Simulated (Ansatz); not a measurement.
Basis-set extrapolation for H₄OSSi₂ (`[SiH3]O[Si]S`) (PBE0-D4/def2-TZVP geometry, frozen core, Ansatz). Multiplicity 1, RHF reference.

```
                       def2-TZVPP    def2-QZVPP
                 HF  -1052.748041  -1052.781453
    MP2 correlation     -0.634808     -0.687092
CCSD(T) correlation     -0.711420     -0.760031
```

Energies in hartree. Use E(X) = E(∞) + A·exp(−7.88·√X) for Hartree–Fock and E(X) = E(∞) + B·X^(−2.97) for correlation, with X = 3 and 4.

**Question.** What is the CCSD(T) energy at the basis-set limit?

**Answer.** HF limit: -1052.781453 + (-0.033412) × 0.13774 = -1052.78606. Correlation limit: -0.760031 + (-0.048611) × 0.74074 = -0.79604. Total: -1053.58210 hartree, 322.0 kJ/mol below CCSD(T)/def2-TZVPP.
